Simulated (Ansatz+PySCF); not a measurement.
# singlet BeH2: levels of theory in one basis

```yaml
atoms:
  - { symbol: H, position_ang: [0.0000, 0.0000, -2.0087] }
  - { symbol: Be, position_ang: [0.0000, 0.0000, 0.0000] }
  - { symbol: H, position_ang: [0.0000, 0.0000, 2.0087] }
```

Basis set: cc-pVDZ (spherical functions). All electrons are correlated. Charge 0, multiplicity 1.

Computed with Ansatz (development build ahead of 0.2.0); each method stands on the lowest determinant of its kind that the runs found. NEVPT2 correlates all electrons. Active spaces start from the frontier orbitals, and the lowest solution found is given.

```csv
method,E − E(RHF) (eV),<S²> of the determinant
RHF,0.00,0.00
UHF,-0.01,0.17
RHF-MP2,-1.51,–
UHF-MP2,-1.36,0.17
RHF-CCSD,-2.17,–
RHF-CCSD(T),-2.20,–
UHF-CCSD(T),-2.20,0.17
full CI (lowest root of this spin),-2.22,–
"CASSCF(2,2)",-0.75,–
"SC-NEVPT2(4,6)",-2.04,–
"SC-NEVPT2(2,2)",-1.70,–
```

Problem. What does CASSCF(4,6) give on the same scale?

Solution. -1.64 eV.

At such a shape the full CI root can have another spatial symmetry than the determinants, so the rows needn't describe one state.

Problem. Is a single determinant a sound starting point here?

Solution. Only with care. Unrestricted orbitals gain 0.01 eV and <S²> is 0.17 against 0.00 for a pure state, so spin symmetry breaks but gains little energy; restricted orbitals can still serve. The CASSCF(4,6) natural occupations are 1.92, 1.88, 0.12, 0.05, 0.01, 0.01. The CASSCF(2,2) natural occupations are 1.91, 0.09.

Caution for UHF, UHF-MP2, UHF-CCSD(T): the unrestricted determinant is spin contaminated; the determinant breaks the point group. Caution for RHF-MP2, UHF-MP2, RHF-CCSD, RHF-CCSD(T), UHF-CCSD(T): bonds are stretched, where a single reference can fail. Caution for UHF-MP2: another reference gives a lower total. Caution for CASSCF(2,2): other starts end on other solutions of this active space.
